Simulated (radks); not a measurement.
Task: Ar, configuration [Ar] (the NIST ground configuration). All-electron calculation, scalar-relativistic Kohn-Sham, SCAN, spin-polarised, spherical densities, finite nucleus; meta-GGA in the generalised Kohn-Sham scheme; Fermi nuclear charge, rms radius 3.4274 fm. Program: a radial shooting solver on a logarithmic mesh with Libxc functionals. Some entries of the table are withheld. Estimate them.

orbital  occ.  eigenvalue (hartree)  <r> (bohr)  r(max) (bohr)
1s          2             -115.2447     0.08575        0.05608
2s          2             -11.12409      0.4125            (1)
2p          6              -8.57702         (2)         0.2811
3s          2              -0.93492         (3)            (4)
3p          6                   (5)         (6)          1.293

Result: 
(1) 2s r(max) (bohr): 0.3380
(2) 2p <r> (bohr): 0.3760
(3) 3s <r> (bohr): 1.413
(4) 3s r(max) (bohr): 1.178
(5) 3p eigenvalue (hartree): -0.39387
(6) 3p <r> (bohr): 1.657
